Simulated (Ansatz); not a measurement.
## Reading a saddle point

A first-order saddle point of BSi$_{4}$H$_{11}$Cl$_{2}$O$_{2}$, singlet, PBE0-D4/def2-TZVP, with one imaginary mode of 668i cm⁻¹:

```json
{"atom": "B1", "x (Å)": "-1.4597", "y (Å)": "-1.2217", "z (Å)": "-1.2927"}
{"atom": "Cl2", "x (Å)": "-0.0830", "y (Å)": "-2.9742", "z (Å)": "-0.5109"}
{"atom": "Cl3", "x (Å)": "-2.1961", "y (Å)": "-1.7147", "z (Å)": "-2.8214"}
{"atom": "O4", "x (Å)": "-0.7150", "y (Å)": "-0.1288", "z (Å)": "-1.1892"}
{"atom": "Si5", "x (Å)": "0.3398", "y (Å)": "0.5403", "z (Å)": "-0.0639"}
{"atom": "Si6", "x (Å)": "0.5721", "y (Å)": "2.7862", "z (Å)": "-0.6785"}
{"atom": "Si7", "x (Å)": "-0.5275", "y (Å)": "0.4196", "z (Å)": "2.1123"}
{"atom": "Si8", "x (Å)": "2.4321", "y (Å)": "-0.5241", "z (Å)": "-0.1497"}
{"atom": "H9", "x (Å)": "-1.4922", "y (Å)": "-2.4149", "z (Å)": "0.1333"}
{"atom": "O10", "x (Å)": "-2.2724", "y (Å)": "-1.6269", "z (Å)": "-0.0802"}
{"atom": "H11", "x (Å)": "-0.7470", "y (Å)": "3.4744", "z (Å)": "-0.6947"}
{"atom": "H12", "x (Å)": "1.4504", "y (Å)": "3.4498", "z (Å)": "0.3230"}
{"atom": "H13", "x (Å)": "1.1960", "y (Å)": "2.9059", "z (Å)": "-2.0234"}
{"atom": "H14", "x (Å)": "-0.6610", "y (Å)": "-0.9889", "z (Å)": "2.5710"}
{"atom": "H15", "x (Å)": "0.4290", "y (Å)": "1.1265", "z (Å)": "3.0088"}
{"atom": "H16", "x (Å)": "-1.8556", "y (Å)": "1.0856", "z (Å)": "2.2091"}
{"atom": "H17", "x (Å)": "3.4574", "y (Å)": "0.5245", "z (Å)": "0.1220"}
{"atom": "H18", "x (Å)": "2.6648", "y (Å)": "-1.0788", "z (Å)": "-1.5084"}
{"atom": "H19", "x (Å)": "2.5672", "y (Å)": "-1.5865", "z (Å)": "0.8773"}
{"atom": "H20", "x (Å)": "-3.0994", "y (Å)": "-2.0534", "z (Å)": "-0.3442"}
```

Computed with Ansatz 0.2.0 (basis: def2-TZVPP and def2-QZVPP); correlated methods freeze the cores. Extrapolation: Hartree–Fock as exp(−7.88 √X), correlation as X^−2.97.

Which contacts change along the imaginary mode, and what lies on either side? (A judgement: the text doesn't fix the answer.)

By the calculation: The step is BSi₄H₉Cl₂O ([SiH3][Si]([SiH3])([SiH3])[O][B]([Cl])[Cl]) + H₂O → BSi₄H₁₀ClO₂ ([OH][B]([Cl])[O][Si]([SiH3])([SiH3])[SiH3]) + HCl, with the molecules in contact on both sides. Shortening one way: B1–O10, Cl2–H9; lengthening the same way: B1–Cl2, H9–O10.
```csv
pair,one side (Å),saddle (Å),other side (Å)
B1–O10,1.74,1.51,1.37
Cl2–H9,2.53,1.65,1.29
B1–Cl2,1.84,2.36,3.95
H9–O10,0.97,1.13,1.91
```

Which side is lower, and how far does the saddle lie above each? (An estimate is asked for; the value comes from the calculation.)

Computed: The side with B1–O10, Cl2–H9 short is lower by 10.05 kcal/mol; the saddle lies 25.34 kcal/mol above it and 15.29 kcal/mol above the other (CCSD(T) at an estimated basis limit (MP2 extrapolated from triple and quadruple zeta, plus CCSD(T) − MP2 in triple zeta); electronic energies).

The T1 diagnostic stays at or below 0.014.

The step is the kind of ligand exchange by which a precursor binds to a hydroxyl group, or is hydrolysed, in atomic layer deposition of oxides. Here a small cluster stands in for the surface site.

Labels in which every atom is bracketed show which atoms are joined, not bond orders.

For scale, one of the runs: CCSD(T)/def2-TZVPP, 499 basis functions, launched by `ansatz run in.yaml --threads 4 --pin off --events-out ev --progress --plain --max-ram 66560MiB --backend cuda --devices 0, --max-vram 37GiB`. The run took 72 s on 4 CPU threads of an AMD EPYC 7R13 and a share of one NVIDIA H100 (shared host), with 1.2 GiB of host memory at its peak.
